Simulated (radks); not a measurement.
Pr41+, 18 electrons, occupied as [Ar] (the NIST ground configuration). Method: scalar-relativistic Kohn-Sham, SCAN, spin-polarised, spherical densities, finite nucleus; meta-GGA in the generalised Kohn-Sham scheme; Fermi nuclear charge, rms radius 4.8919 fm; computed with a radial shooting solver on a logarithmic mesh with Libxc functionals.

Unscreened Slater integrals over Kohn-Sham orbitals (cm^-1). They are taken over the spin-up orbitals.

integral,value
"F0(3p,3p)",805910
"F2(3p,3p)",405030
"F0(3p,3s)",794110
"G1(3p,3s)",514860
"F0(3p,2p)",1066800
"F2(3p,2p)",270830
"G0(3p,2p)",107770
"G2(3p,2p)",118860
"F0(3p,2s)",1036400
"G1(3p,2s)",85301
"F0(3s,3s)",784850
"F0(3s,2p)",1028100
"G1(3s,2p)",105640
"F0(3s,2s)",1007300
"G0(3s,2s)",84877
"F0(2p,2p)",2234000
"F2(2p,2p)",1060500
"F0(2p,2s)",2057900
"G1(2p,2s)",1171100
"F0(2s,2s)",1946900
